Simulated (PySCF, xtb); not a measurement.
C4H7FO2, SMILES C(OC(F)=C)CO. The values are those of a single conformer.

Harmonic wavenumbers (cm⁻¹) from GFN2-xTB (xtb 6.7.1) at its own minimum, in rising order: 40, 56, 109, 184, 273, 386, 420, 468, 556, 567, 694, 806, 831, 899, 922, 961, 1065, 1073, 1116, 1176, 1216, 1227, 1312, 1323, 1351, 1355, 1455, 1457, 1738, 2890, 2929, 2943, 2994, 3162, 3207, 3533.

Task: What does B3LYP-D3(BJ)/def2-SVP (PySCF) give at its own minimum? (Estimate from the structure and the level; the computed values follow.)

Result: 42, 69, 152, 206, 303, 418, 444, 518, 601, 671, 719, 815, 830, 922, 934, 989, 1085, 1115, 1139, 1232, 1262, 1312, 1380, 1386, 1408, 1437, 1478, 1483, 1774, 2982, 3033, 3090, 3103, 3189, 3300, 3797. Paired by order, the mean absolute difference is 53 cm⁻¹ and the zero-point energies are 66.8 and 69.5 kcal/mol.
